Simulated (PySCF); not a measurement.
Species: C3H5FOSi.
Numbering: `[CH2:1]=[CH:2][C:3](=[O:4])[SiH2:5][F:6]` (hydrogens: H7, H8 on C1; H9 on C2; H10, H11 on Si5)

Geometry (GFN2-xTB, Å), atoms numbered from 1 in this order:
```xyz
11
C3H5FOSi angstrom
C     -1.565   -0.310    0.664
C     -0.594   -1.158    0.351
C      0.676   -0.756   -0.278
O      1.485   -1.598   -0.626
Si     1.104    1.096   -0.597
F      0.803    1.927    0.756
H     -2.484   -0.644    1.117
H     -1.479    0.750    0.486
H     -0.695   -2.221    0.536
H      0.228    1.688   -1.598
H      2.527    1.229   -0.837
```

The calculation used TDDFT B3LYP/def2-SVPD, vertical, gas phase, core orbitals frozen in the response (PySCF 2.14.0, density-fitted response routines).

Transition dipole moments from the ground state, in atomic units and in the frame of the coordinates above (overall signs are arbitrary), for the states with f of 0.002 or more among the lowest 8:

```csv
state,E (eV),μx,μy,μz
S2,5.438,0.174,-0.113,-0.038
S3,5.793,1.169,-0.173,-0.534
S4,6.285,0.185,0.048,-0.035
S5,6.365,-0.215,0.190,0.023
S6,6.715,0.129,-0.087,-0.081
S7,6.753,-0.113,0.092,-0.095
S8,7.071,0.263,0.687,-0.301
```

What oscillator strength does each state have?

f = (2/3) ΔE |μ|² with ΔE in hartree (27.2114 eV).

```csv
state,|μ|² (au),|μ| (D),f
S2,0.044,0.54,0.006
S3,1.682,3.30,0.239
S4,0.038,0.49,0.006
S5,0.083,0.73,0.013
S6,0.031,0.45,0.005
S7,0.030,0.44,0.005
S8,0.632,2.02,0.109
```

Which bond between heavy atoms lies closest to the direction of the S3 transition dipole?

C2–C3, at 24° from it; next C1–C2 at 33°.

What angle do the transition dipoles of S3 and S5 make?

|cos θ| = |μa·μb| / (|μa| |μb|) = 0.79, so θ ≈ 37° (taken between 0 and 90°, since the signs are arbitrary).

What peak molar absorption coefficient would the strongest computed level give as a lone Gaussian band 0.4 eV wide at half height?

ε(max) = 2.175×10⁸ f / FWHM, with the width in cm⁻¹. S3: 2.175×10⁸ × 0.2388 / 3226 ≈ 16000 L mol⁻¹ cm⁻¹.

One conformer stands for the species.
